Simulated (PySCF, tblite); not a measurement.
Bond stretch in LiNa, singlet.

- GFN2-xTB, 300 K electronic temperature (tblite)
- UHF/cc-pVDZ (PySCF)
- RKS-B3LYP = restricted B3LYP/cc-pVDZ run with PySCF

Energies are in kcal/mol, each relative to the lowest point of its own curve near equilibrium.

```csv
R / Å,GFN2-xTB,UHF,RKS-B3LYP
2.34,1.3,10.2,6.1
2.51,0.0,5.9,2.5
2.62,0.1,4.1,1.1
2.72,0.8,2.7,0.4
2.83,1.8,1.6,0.0
2.93,3.1,0.9,0.0
3.04,4.6,0.4,0.3
3.07,5.1,0.3,0.4
3.25,8.2,0.0,1.5
3.43,11.2,0.1,3.1
3.65,13.6,0.4,5.3
3.95,19.0,0.9,8.5
4.44,28.4,1.7,13.7
4.85,35.7,2.2,17.6
5.22,41.5,2.5,20.7
5.91,50.2,2.7,25.1
6.39,54.6,2.8,27.4
7.20,59.6,2.8,30.0
7.81,—,2.8,31.3
8.79,—,2.8,32.7
```

At the longest distance, 8.79 Å, RKS-B3LYP lies highest above its minimum (32.7 kcal/mol) and UHF lowest (2.8 kcal/mol).

Dashes: no converged value, or the column stops at the first point that the program doubted or that broke a chosen test of continuity, which isn't proof of a fault.

The unrestricted determinant behind UHF is spin-contaminated at 2.34 to 8.79 Å (<S²> up to 1.0, against 0.00 for a pure singlet). The restricted form behind RKS-B3LYP keeps the bonding electrons paired and can't separate into open-shell fragments.
